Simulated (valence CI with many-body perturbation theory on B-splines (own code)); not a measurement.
Tl⁶⁰⁺: what each term of the Hamiltonian does

Computed by configuration interaction combined with many-body perturbation theory (CI+MBPT): three valence electrons over a frozen Dirac-Fock core [Ar], radial functions for each j: 9 s, 9 p, 10 d, 8 f, 5 g, 3 h, 1 i, with the one-electron correlation potential Σ1, the two-electron term Σ2, the three-electron term Σ3, Breit, model QED; selected CI, second order for the rest (own B-spline code, finite nucleus).

No measured spectrum was set against this ion. As an estimate, large intervals hold to a few tenths of a per cent, small ones and those within an open d or f shell to about a per cent. The list stops below the first excitations out of the core. Only levels of the ground parity were solved; by the run's estimate the other parity begins above the list, which can be wrong where configurations are misplaced.

Each rung adds one term. CI alone is the Dirac-Coulomb CI over the frozen core; QED comes last and gives the full result, which names the levels. Energies are above (3d3/2^3) J=3/2 on the same rung, in eV.

Levels are named by their leading jj configuration (3d3/2^4 stands for four electrons in 3d with j = 3/2), which in mixed levels can hold well under half, so a name can repeat and another be missing. Letters in brackets count levels of one name in rising energy.

| Level | CI alone |
| --- | --- |
| (3d3/2^2 3d5/2) J=5/2 [a] | 105.50 |
| (3d3/2^2 3d5/2) J=3/2 | 112.19 |
| (3d3/2^2 3d5/2) J=9/2 | 118.23 |
| (3d3/2^2 3d5/2) J=7/2 | 118.45 |
| (3d3/2^2 3d5/2) J=1/2 | 118.85 |
| (3d3/2^2 3d5/2) J=5/2 [b] | 146.42 |
| (3d3/2 3d5/2^2) J=7/2 [a] | 220.90 |
| (3d3/2 3d5/2^2) J=9/2 | 227.37 |
| (3d3/2 3d5/2^2) J=3/2 | 231.87 |
| (3d3/2 3d5/2^2) J=1/2 | 235.56 |
| (3d3/2 3d5/2^2) J=11/2 | 238.79 |
| (3d3/2 3d5/2^2) J=5/2 [a] | 236.92 |
| (3d3/2 3d5/2^2) J=7/2 [b] | 248.65 |
| (3d3/2 3d5/2^2) J=5/2 [b] | 248.42 |

Question: What do these energies become with core correlation, Breit and QED?

Answer: (3d3/2^2 3d5/2) J=5/2 [a] 104.00 (-1.494); (3d3/2^2 3d5/2) J=3/2 110.86 (-1.331); (3d3/2^2 3d5/2) J=9/2 114.63 (-3.606); (3d3/2^2 3d5/2) J=7/2 115.35 (-3.106); (3d3/2^2 3d5/2) J=1/2 116.94 (-1.911); (3d3/2^2 3d5/2) J=5/2 [b] 144.23 (-2.194); (3d3/2 3d5/2^2) J=7/2 [a] 217.43 (-3.469); (3d3/2 3d5/2^2) J=9/2 222.70 (-4.661); (3d3/2 3d5/2^2) J=3/2 228.86 (-3.013); (3d3/2 3d5/2^2) J=1/2 232.18 (-3.385); (3d3/2 3d5/2^2) J=11/2 233.00 (-5.791); (3d3/2 3d5/2^2) J=5/2 [a] 233.32 (-3.601); (3d3/2 3d5/2^2) J=7/2 [b] 243.79 (-4.858); (3d3/2 3d5/2^2) J=5/2 [b] 244.17 (-4.241).

Question: How does the ionisation energy move along the ladder, and which term matters most?

Answer: CI alone 6391.0, + Σ1 6393.7, + Σ2 6400.0, + Σ3 6400.1, + Breit 6393.2, + QED 6393.6 eV. The largest step is Breit, -6.8 eV, with Σ2 about as large (6.3). NIST lists 6392 ± 10 eV (theoretical).
